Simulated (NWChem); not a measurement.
System: C5H8O; SMILES CC(=O)C1CC1

Input file for NWChem:

```
start job
memory heap 200 mb stack 900 mb global 1100 mb
geometry units angstroms noautoz
  C      0.714701    -2.044002     0.000000
  C     -0.121406    -0.790709     0.000000
  O     -1.332102    -0.823885     0.000000
  C      0.619233     0.506060     0.000000
  C     -0.020232     1.659865     0.740872
  C     -0.020232     1.659865    -0.740872
  H      1.371636    -2.061513    -0.884605
  H      0.065417    -2.928068     0.000000
  H      1.371636    -2.061513     0.884605
  H      1.710868     0.446366     0.000000
  H     -0.964527     1.428491     1.241137
  H      0.645643     2.343241     1.273576
  H     -0.964527     1.428491    -1.241137
  H      0.645643     2.343241    -1.273576
end
basis spherical
  * library 6-311++g**
end
dft
  xc b3lyp
  iterations 150
  semidirect filesize 400000000
  mulliken
end
task dft energy
```

Output (shortened):

```
             Northwest Computational Chemistry Package (NWChem) 7.3.0
             --------------------------------------------------------

 CS  symmetry detected

                             Geometry "geometry" -> ""
                             -------------------------

 Output coordinates in angstroms (scale by  1.889725989 to convert to a.u.)

  No.       Tag          Charge          X              Y              Z
 ---- ---------------- ---------- -------------- -------------- --------------
    1 C                    6.0000     0.69673103    -2.05463425     0.00000000
    2 C                    6.0000    -0.13180435    -0.79632292     0.00000000
    3 O                    8.0000    -1.34267837    -0.82219872     0.00000000
    4 C                    6.0000     0.61663974     0.49595700     0.00000000
    5 C                    6.0000    -0.01585705     1.65359653     0.74087200
    6 C                    6.0000    -0.01585705     1.65359653    -0.74087200
    7 H                    1.0000     1.35354851    -2.07610576    -0.88460500
    8 H                    1.0000     0.04212857    -2.93476948     0.00000000
    9 H                    1.0000     1.35354851    -2.07610576     0.88460500
   10 H                    1.0000     1.70789499     0.42968234     0.00000000
   11 H                    1.0000    -0.96152990     1.42792013     1.24113700
   12 H                    1.0000     0.65412610     2.33294538     1.27357600
   13 H                    1.0000    -0.96152990     1.42792013    -1.24113700
   14 H                    1.0000     0.65412610     2.33294538    -1.27357600

 Effective nuclear repulsion energy (a.u.)     230.7784104183

      Symmetry information
      --------------------

 Group name             Cs
 Group number              2
 Group order               2
 No. of unique centers    10

                                 NWChem DFT Module
                                 -----------------

 Summary of "ao basis" -> "ao basis" (spherical)
 ------------------------------------------------------------------------------
       Tag                 Description            Shells   Functions and Types
 ---------------- ------------------------------  ------  ---------------------
 C                         6-311++g**               10       22   5s4p1d
 O                         6-311++g**               10       22   5s4p1d
 H                         6-311++g**                5        7   4s1p

      Symmetry analysis of basis
      --------------------------

        a'        119
        a"         69

            General Information
            -------------------
          SCF calculation type: DFT
          Wavefunction type:  closed shell.
          No. of atoms     :    14
          No. of electrons :    46
           Alpha electrons :    23
            Beta electrons :    23
          Charge           :     0
          Spin multiplicity:     1
          Use of symmetry is: on ; symmetry adaption is: on
          Maximum number of iterations: 150
          AO basis - number of functions:   188
                     number of shells:   100
          Convergence on energy requested:  1.00D-06
          Convergence on density requested:  1.00D-05
          Convergence on gradient requested:  5.00D-04

              XC Information
              --------------
                         B3LYP Method XC Potential
                     Hartree-Fock (Exact) Exchange  0.200
                        Slater Exchange Functional  0.800 local
                    Becke 1988 Exchange Functional  0.720 non-local
              Lee-Yang-Parr Correlation Functional  0.810
                  VWN I RPA Correlation Functional  0.190 local

             Grid Information
             ----------------
          Grid used for XC integration:  medium
          Radial quadrature: Mura-Knowles
          Angular quadrature: Lebedev.
          Tag              B.-S. Rad. Rad. Pts. Rad. Cut. Ang. Pts.
          ---              ---------- --------- --------- ---------
          C                   0.70       49          15.0       434
          O                   0.60       49          13.0       434
          H                   0.35       45          16.0       434
          Grid pruning is: on
          Number of quadrature shells:   470
          Spatial weights used:  Erf1

      Superposition of Atomic Density Guess
      -------------------------------------

 Sum of atomic energies:        -267.12192041

      Non-variational initial energy
      ------------------------------

 Total energy =    -271.156304
 1-e energy   =    -816.715648
 2-e energy   =     314.780933
 HOMO         =      -0.332646
 LUMO         =      -0.025368

      Symmetry analysis of molecular orbitals - initial
      -------------------------------------------------

  Numbering of irreducible representations:

     1 a'          2 a"

  Orbital symmetries:

     1 a'          2 a'          3 a"          4 a'          5 a'
     6 a'          7 a'          8 a'          9 a'         10 a'
    11 a"         12 a'         13 a'         14 a'         15 a"
    16 a'         17 a'         18 a"         19 a'         20 a"
    21 a'         22 a"         23 a'         24 a"         25 a'
    26 a'         27 a"         28 a'         29 a'         30 a"
    31 a"         32 a'         33 a'

------------------------------------------------------------
EAF file 0: "./job.aoints.0" size=415760384 bytes
------------------------------------------------------------
               write      read    awrite     aread      wait
               -----      ----    ------     -----      ----
     calls:      793         0         0         0         0
   data(b): 4.16e+08  0.00e+00  0.00e+00  0.00e+00
   time(s): 0.00e+00  0.00e+00  0.00e+00  0.00e+00  0.00e+00
rate(mb/s): 0.00e+00  0.00e+00
------------------------------------------------------------

     ---------------------------------------------
      Total Density - Mulliken Population Analysis
     ---------------------------------------------

    Atom       Charge   Shell Charges
 -----------   ------   -------------------------------------------------------
    1 C    6     6.65   1.10  0.89  0.60  0.81  1.60  0.51  1.00  0.13 -0.02  0.03
    2 C    6     5.49   1.10  0.89  0.45  0.79  1.16  0.38  0.44 -0.06  0.20  0.14
    3 O    8     8.69   1.08  0.91  1.02  1.05  2.26  0.85  1.56 -0.05 -0.01  0.01
    4 C    6     6.00   1.10  0.89  0.57  0.80  1.53  0.51  0.85 -0.46  0.14  0.06
    5 C    6     6.49   1.10  0.89  0.58  0.80  1.53  0.54  0.86  0.07  0.06  0.06
    6 C    6     6.49   1.10  0.89  0.58  0.80  1.53  0.54  0.86  0.07  0.06  0.06
    7 H    1     0.78   0.23  0.43  0.09  0.01  0.02
    8 H    1     0.81   0.24  0.44  0.10  0.00  0.02
    9 H    1     0.78   0.23  0.43  0.09  0.01  0.02
   10 H    1     0.71   0.24  0.43  0.07 -0.06  0.02
   11 H    1     0.79   0.24  0.43  0.09  0.00  0.02
   12 H    1     0.78   0.24  0.43  0.08  0.00  0.02
   13 H    1     0.79   0.24  0.43  0.09  0.00  0.02
   14 H    1     0.78   0.24  0.43  0.08  0.00  0.02

   convergence    iter        energy       DeltaE   RMS-Dens  Diis-err
 ---------------- ----- ----------------- --------- --------- ---------
 d= 0,ls=0.0,diis     1   -270.4881479655 -5.01D+02  2.26D-02  1.35D+00
 d= 0,ls=0.0,diis     2   -270.2021020200  2.86D-01  1.93D-02  4.32D+00
 d= 0,ls=0.0,diis     3   -270.6111979165 -4.09D-01  1.48D-03  1.44D-01
 d= 0,ls=0.0,diis     4   -270.6229609334 -1.18D-02  5.25D-04  7.97D-03
 d= 0,ls=0.0,diis     5   -270.6236936867 -7.33D-04  2.86D-04  8.89D-04
  Resetting Diis
 d= 0,ls=0.0,diis     6   -270.6238004959 -1.07D-04  7.75D-05  4.02D-05
 d= 0,ls=0.0,diis     7   -270.6238052186 -4.72D-06  6.13D-05  4.89D-06
 d= 0,ls=0.0,diis     8   -270.6238044025  8.16D-07  3.11D-05  1.29D-05
 d= 0,ls=0.0,diis     9   -270.6238057609 -1.36D-06  3.12D-06  4.99D-07
 d= 0,ls=0.0,diis    10   -270.6238058061 -4.52D-08  1.06D-06  9.17D-09

         Total DFT energy =     -270.623805806122
      One electron energy =     -822.444817964561
           Coulomb energy =      359.790101625341
    Exchange-Corr. energy =      -38.747499885196
 Nuclear repulsion energy =      230.778410418293

 Numeric. integr. density =       45.999991831151

                  Occupations of the irreducible representations
                  ----------------------------------------------

                     irrep           alpha         beta
                     --------     --------     --------
                     a'               17.0         17.0
                     a"                6.0          6.0

                       DFT Final Molecular Orbital Analysis
                       ------------------------------------

 Vector   21  Occ=2.000000D+00  E=-3.202824D-01  Symmetry=a'
              MO Center=  7.5D-02,  1.2D+00,  2.7D-16, r^2= 2.5D+00
   Bfn.  Coefficient  Atom+Function         Bfn.  Coefficient  Atom+Function
  ----- ------------  ---------------      ----- ------------  ---------------
    14      0.201948   1 C  s                97     -0.191276   5 C  pz
   119      0.191276   6 C  pz               76     -0.161249   4 C  s
   101     -0.161832   5 C  pz              123      0.161832   6 C  pz
    96      0.154728   5 C  py              118      0.154728   6 C  py
    93     -0.128352   5 C  pz              115      0.128352   6 C  pz

[...]
```

Level: B3LYP/6-311++G** (spherical d). All runs use the structure optimised with PBE0/def2-SVP.
